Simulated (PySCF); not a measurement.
Isomers of C8H12F2O.

All values: PBE0/pcSseg-1 (PySCF) at GFN2-xTB geometries, gas phase, one conformer each.

(1) Rank by the lowest IAO charge on any atom, highest value first.
A. `[CH3:1][O:2][C:3]1=[C:4]([F:5])[C@H:6]([F:7])[CH2:8][CH2:9][CH2:10][CH2:11]1` with C1–O2–C3–C4 3°, C3–C4–C6–F7 61°, C4–C6–C8–C9 76°, C6–C8–C9–C10 -65°, C8–C9–C10–C11 68°
B. `[CH3:1][O:2][C@@H:3]1[C@@H:4]2[CH2:5][C@@H:6]([F:7])[CH2:8][C@@:9]1([F:10])[CH2:11]2` with C1–O2–C3–C4 -86°
C. `[CH3:1]/[C:2]([C:3](=[O:4])[F:5])=[C:6](/[F:7])[C:8]([CH3:9])([CH3:10])[CH3:11]` with C1–C2–C3–O4 -13°

(2) Rank by the highest Hirshfeld charge on any atom, highest value first.
A. `[CH3:1][CH:2]([CH3:3])[C@@:4]1([C:5](=[O:6])[F:7])[CH2:8][C@:9]1([CH3:10])[F:11]` with C1–C2–C4–C5 65°, C2–C4–C5–O6 -19°
B. `[CH3:1][CH2:2][C@@H:3]1[CH2:4][C@H:5]([CH:6]([F:7])[F:8])[C@@H:9]2[O:10][C@H:11]12` with C1–C2–C3–C4 -64°, C4–C5–C6–F7 176°, C2–C3–C4–C5 -150°, C3–C4–C5–C6 148°, C4–C5–C9–O10 47°, C5–C9–O10–C11 -98°
C. `[CH3:1][O:2][C@@H:3]1[C@@H:4]2[CH2:5][C@@H:6]([F:7])[CH2:8][C@@:9]1([F:10])[CH2:11]2` with C1–O2–C3–C4 -86°
D. `[CH3:1]/[C:2]([C:3](=[O:4])[F:5])=[C:6](/[F:7])[C:8]([CH3:9])([CH3:10])[CH3:11]` with C1–C2–C3–O4 -13°
E. `[CH3:1][O:2][C:3]1=[C:4]([F:5])[C@H:6]([F:7])[CH2:8][CH2:9][CH2:10][CH2:11]1` with C1–O2–C3–C4 3°, C3–C4–C6–F7 61°, C4–C6–C8–C9 76°, C6–C8–C9–C10 -65°, C8–C9–C10–C11 68°

(3) Rank by HOMO–LUMO gap, lowest first.
A. `[CH3:1][CH2:2][C@@H:3]1[C@H:4]([CH3:5])[CH2:6][C@:7]1([F:8])[C:9](=[O:10])[F:11]` with C1–C2–C3–C4 175°, C6–C7–C9–O10 -43°, C2–C3–C4–C5 -17°, C3–C4–C6–C7 10°, C4–C6–C7–F8 -125°, C2–C3–C7–C6 135°
B. `[CH3:1][O:2][C:3]1=[C:4]([F:5])[C@H:6]([F:7])[CH2:8][CH2:9][CH2:10][CH2:11]1` with C1–O2–C3–C4 3°, C3–C4–C6–F7 61°, C4–C6–C8–C9 76°, C6–C8–C9–C10 -65°, C8–C9–C10–C11 68°
C. `[CH3:1][O:2][C@@H:3]1[C@@H:4]2[CH2:5][C@@H:6]([F:7])[CH2:8][C@@:9]1([F:10])[CH2:11]2` with C1–O2–C3–C4 -86°
D. `[CH3:1][CH2:2][C@@H:3]1[CH2:4][C@H:5]([CH:6]([F:7])[F:8])[C@@H:9]2[O:10][C@H:11]12` with C1–C2–C3–C4 -64°, C4–C5–C6–F7 176°, C2–C3–C4–C5 -150°, C3–C4–C5–C6 148°, C4–C5–C9–O10 47°, C5–C9–O10–C11 -98°
E. `[CH3:1][CH:2]([CH3:3])[C@@:4]1([C:5](=[O:6])[F:7])[CH2:8][C@:9]1([CH3:10])[F:11]` with C1–C2–C4–C5 65°, C2–C4–C5–O6 -19°
F. `[CH3:1]/[C:2]([C:3](=[O:4])[F:5])=[C:6](/[F:7])[C:8]([CH3:9])([CH3:10])[CH3:11]` with C1–C2–C3–O4 -13°

Answers

(1) A (-0.335 e), B (-0.391 e), C (-0.421 e).

(2) A (+0.239 e), D (+0.217 e), B (+0.146 e), C (+0.095 e), E (+0.062 e).

(3) F (6.17 eV), B (6.78 eV), E (7.70 eV), A (7.89 eV), C (8.67 eV), D (9.20 eV).

All values together:

```json
{"SMILES": "CC(C)[C@H]1C[C@](F)(C(=O)F)C1", "μ (D)": "3.25", "HOMO (eV)": "-8.71", "LUMO (eV)": "-0.75", "lowest IAO charge (e)": "-0.418 (C)", "highest IAO charge (e)": "+0.603 (C)", "lowest Hirshfeld charge (e)": "-0.216 (O)", "highest Hirshfeld charge (e)": "+0.237 (C)"}
{"SMILES": "C/C(C(=O)F)=C(/F)C(C)(C)C", "μ (D)": "5.08", "HOMO (eV)": "-7.70", "LUMO (eV)": "-1.53", "lowest IAO charge (e)": "-0.421 (C)", "highest IAO charge (e)": "+0.599 (C)", "lowest Hirshfeld charge (e)": "-0.229 (O)", "highest Hirshfeld charge (e)": "+0.217 (C)"}
{"SMILES": "CO[C@@H]1[C@@H]2C[C@@H](F)C[C@@]1(F)C2", "μ (D)": "3.17", "HOMO (eV)": "-7.60", "LUMO (eV)": "1.07", "lowest IAO charge (e)": "-0.391 (O)", "highest IAO charge (e)": "+0.314 (C)", "lowest Hirshfeld charge (e)": "-0.126 (O)", "highest Hirshfeld charge (e)": "+0.095 (C)"}
{"SMILES": "CC[C@@H]1C[C@H](C(F)F)[C@@H]2O[C@H]12", "μ (D)": "2.84", "HOMO (eV)": "-7.89", "LUMO (eV)": "1.31", "lowest IAO charge (e)": "-0.418 (C)", "highest IAO charge (e)": "+0.449 (C)", "lowest Hirshfeld charge (e)": "-0.152 (O)", "highest Hirshfeld charge (e)": "+0.146 (C)"}
{"SMILES": "COC1=C(F)[C@H](F)CCCC1", "μ (D)": "1.56", "HOMO (eV)": "-6.30", "LUMO (eV)": "0.48", "lowest IAO charge (e)": "-0.335 (F)", "highest IAO charge (e)": "+0.173 (C)", "lowest Hirshfeld charge (e)": "-0.109 (F)", "highest Hirshfeld charge (e)": "+0.062 (C)"}
{"SMILES": "CC[C@@H]1[C@H](C)C[C@]1(F)C(=O)F", "μ (D)": "2.94", "HOMO (eV)": "-8.75", "LUMO (eV)": "-0.86", "lowest IAO charge (e)": "-0.425 (C)", "highest IAO charge (e)": "+0.599 (C)", "lowest Hirshfeld charge (e)": "-0.199 (O)", "highest Hirshfeld charge (e)": "+0.240 (C)"}
{"SMILES": "CC(C)[C@@]1(C(=O)F)C[C@]1(C)F", "μ (D)": "4.43", "HOMO (eV)": "-8.23", "LUMO (eV)": "-0.54", "lowest IAO charge (e)": "-0.434 (C)", "highest IAO charge (e)": "+0.613 (C)", "lowest Hirshfeld charge (e)": "-0.203 (O)", "highest Hirshfeld charge (e)": "+0.239 (C)"}
```

Conformers: `[CH3:1][CH:2]([CH3:3])[C@H:4]1[CH2:5][C@:6]([F:7])([C:8](=[O:9])[F:10])[CH2:11]1` with C1–C2–C4–C5 -170°, C5–C6–C8–O9 -65°, C2–C4–C5–C6 133°, C4–C5–C6–F7 -130°, C5–C6–C11–C4 12°, C2–C4–C11–C6 -133°; `[CH3:1]/[C:2]([C:3](=[O:4])[F:5])=[C:6](/[F:7])[C:8]([CH3:9])([CH3:10])[CH3:11]` with C1–C2–C3–O4 -13°; `[CH3:1][O:2][C@@H:3]1[C@@H:4]2[CH2:5][C@@H:6]([F:7])[CH2:8][C@@:9]1([F:10])[CH2:11]2` with C1–O2–C3–C4 -86°; `[CH3:1][CH2:2][C@@H:3]1[CH2:4][C@H:5]([CH:6]([F:7])[F:8])[C@@H:9]2[O:10][C@H:11]12` with C1–C2–C3–C4 -64°, C4–C5–C6–F7 176°, C2–C3–C4–C5 -150°, C3–C4–C5–C6 148°, C4–C5–C9–O10 47°, C5–C9–O10–C11 -98°; `[CH3:1][O:2][C:3]1=[C:4]([F:5])[C@H:6]([F:7])[CH2:8][CH2:9][CH2:10][CH2:11]1` with C1–O2–C3–C4 3°, C3–C4–C6–F7 61°, C4–C6–C8–C9 76°, C6–C8–C9–C10 -65°, C8–C9–C10–C11 68°; `[CH3:1][CH2:2][C@@H:3]1[C@H:4]([CH3:5])[CH2:6][C@:7]1([F:8])[C:9](=[O:10])[F:11]` with C1–C2–C3–C4 175°, C6–C7–C9–O10 -43°, C2–C3–C4–C5 -17°, C3–C4–C6–C7 10°, C4–C6–C7–F8 -125°, C2–C3–C7–C6 135°; `[CH3:1][CH:2]([CH3:3])[C@@:4]1([C:5](=[O:6])[F:7])[CH2:8][C@:9]1([CH3:10])[F:11]` with C1–C2–C4–C5 65°, C2–C4–C5–O6 -19°.
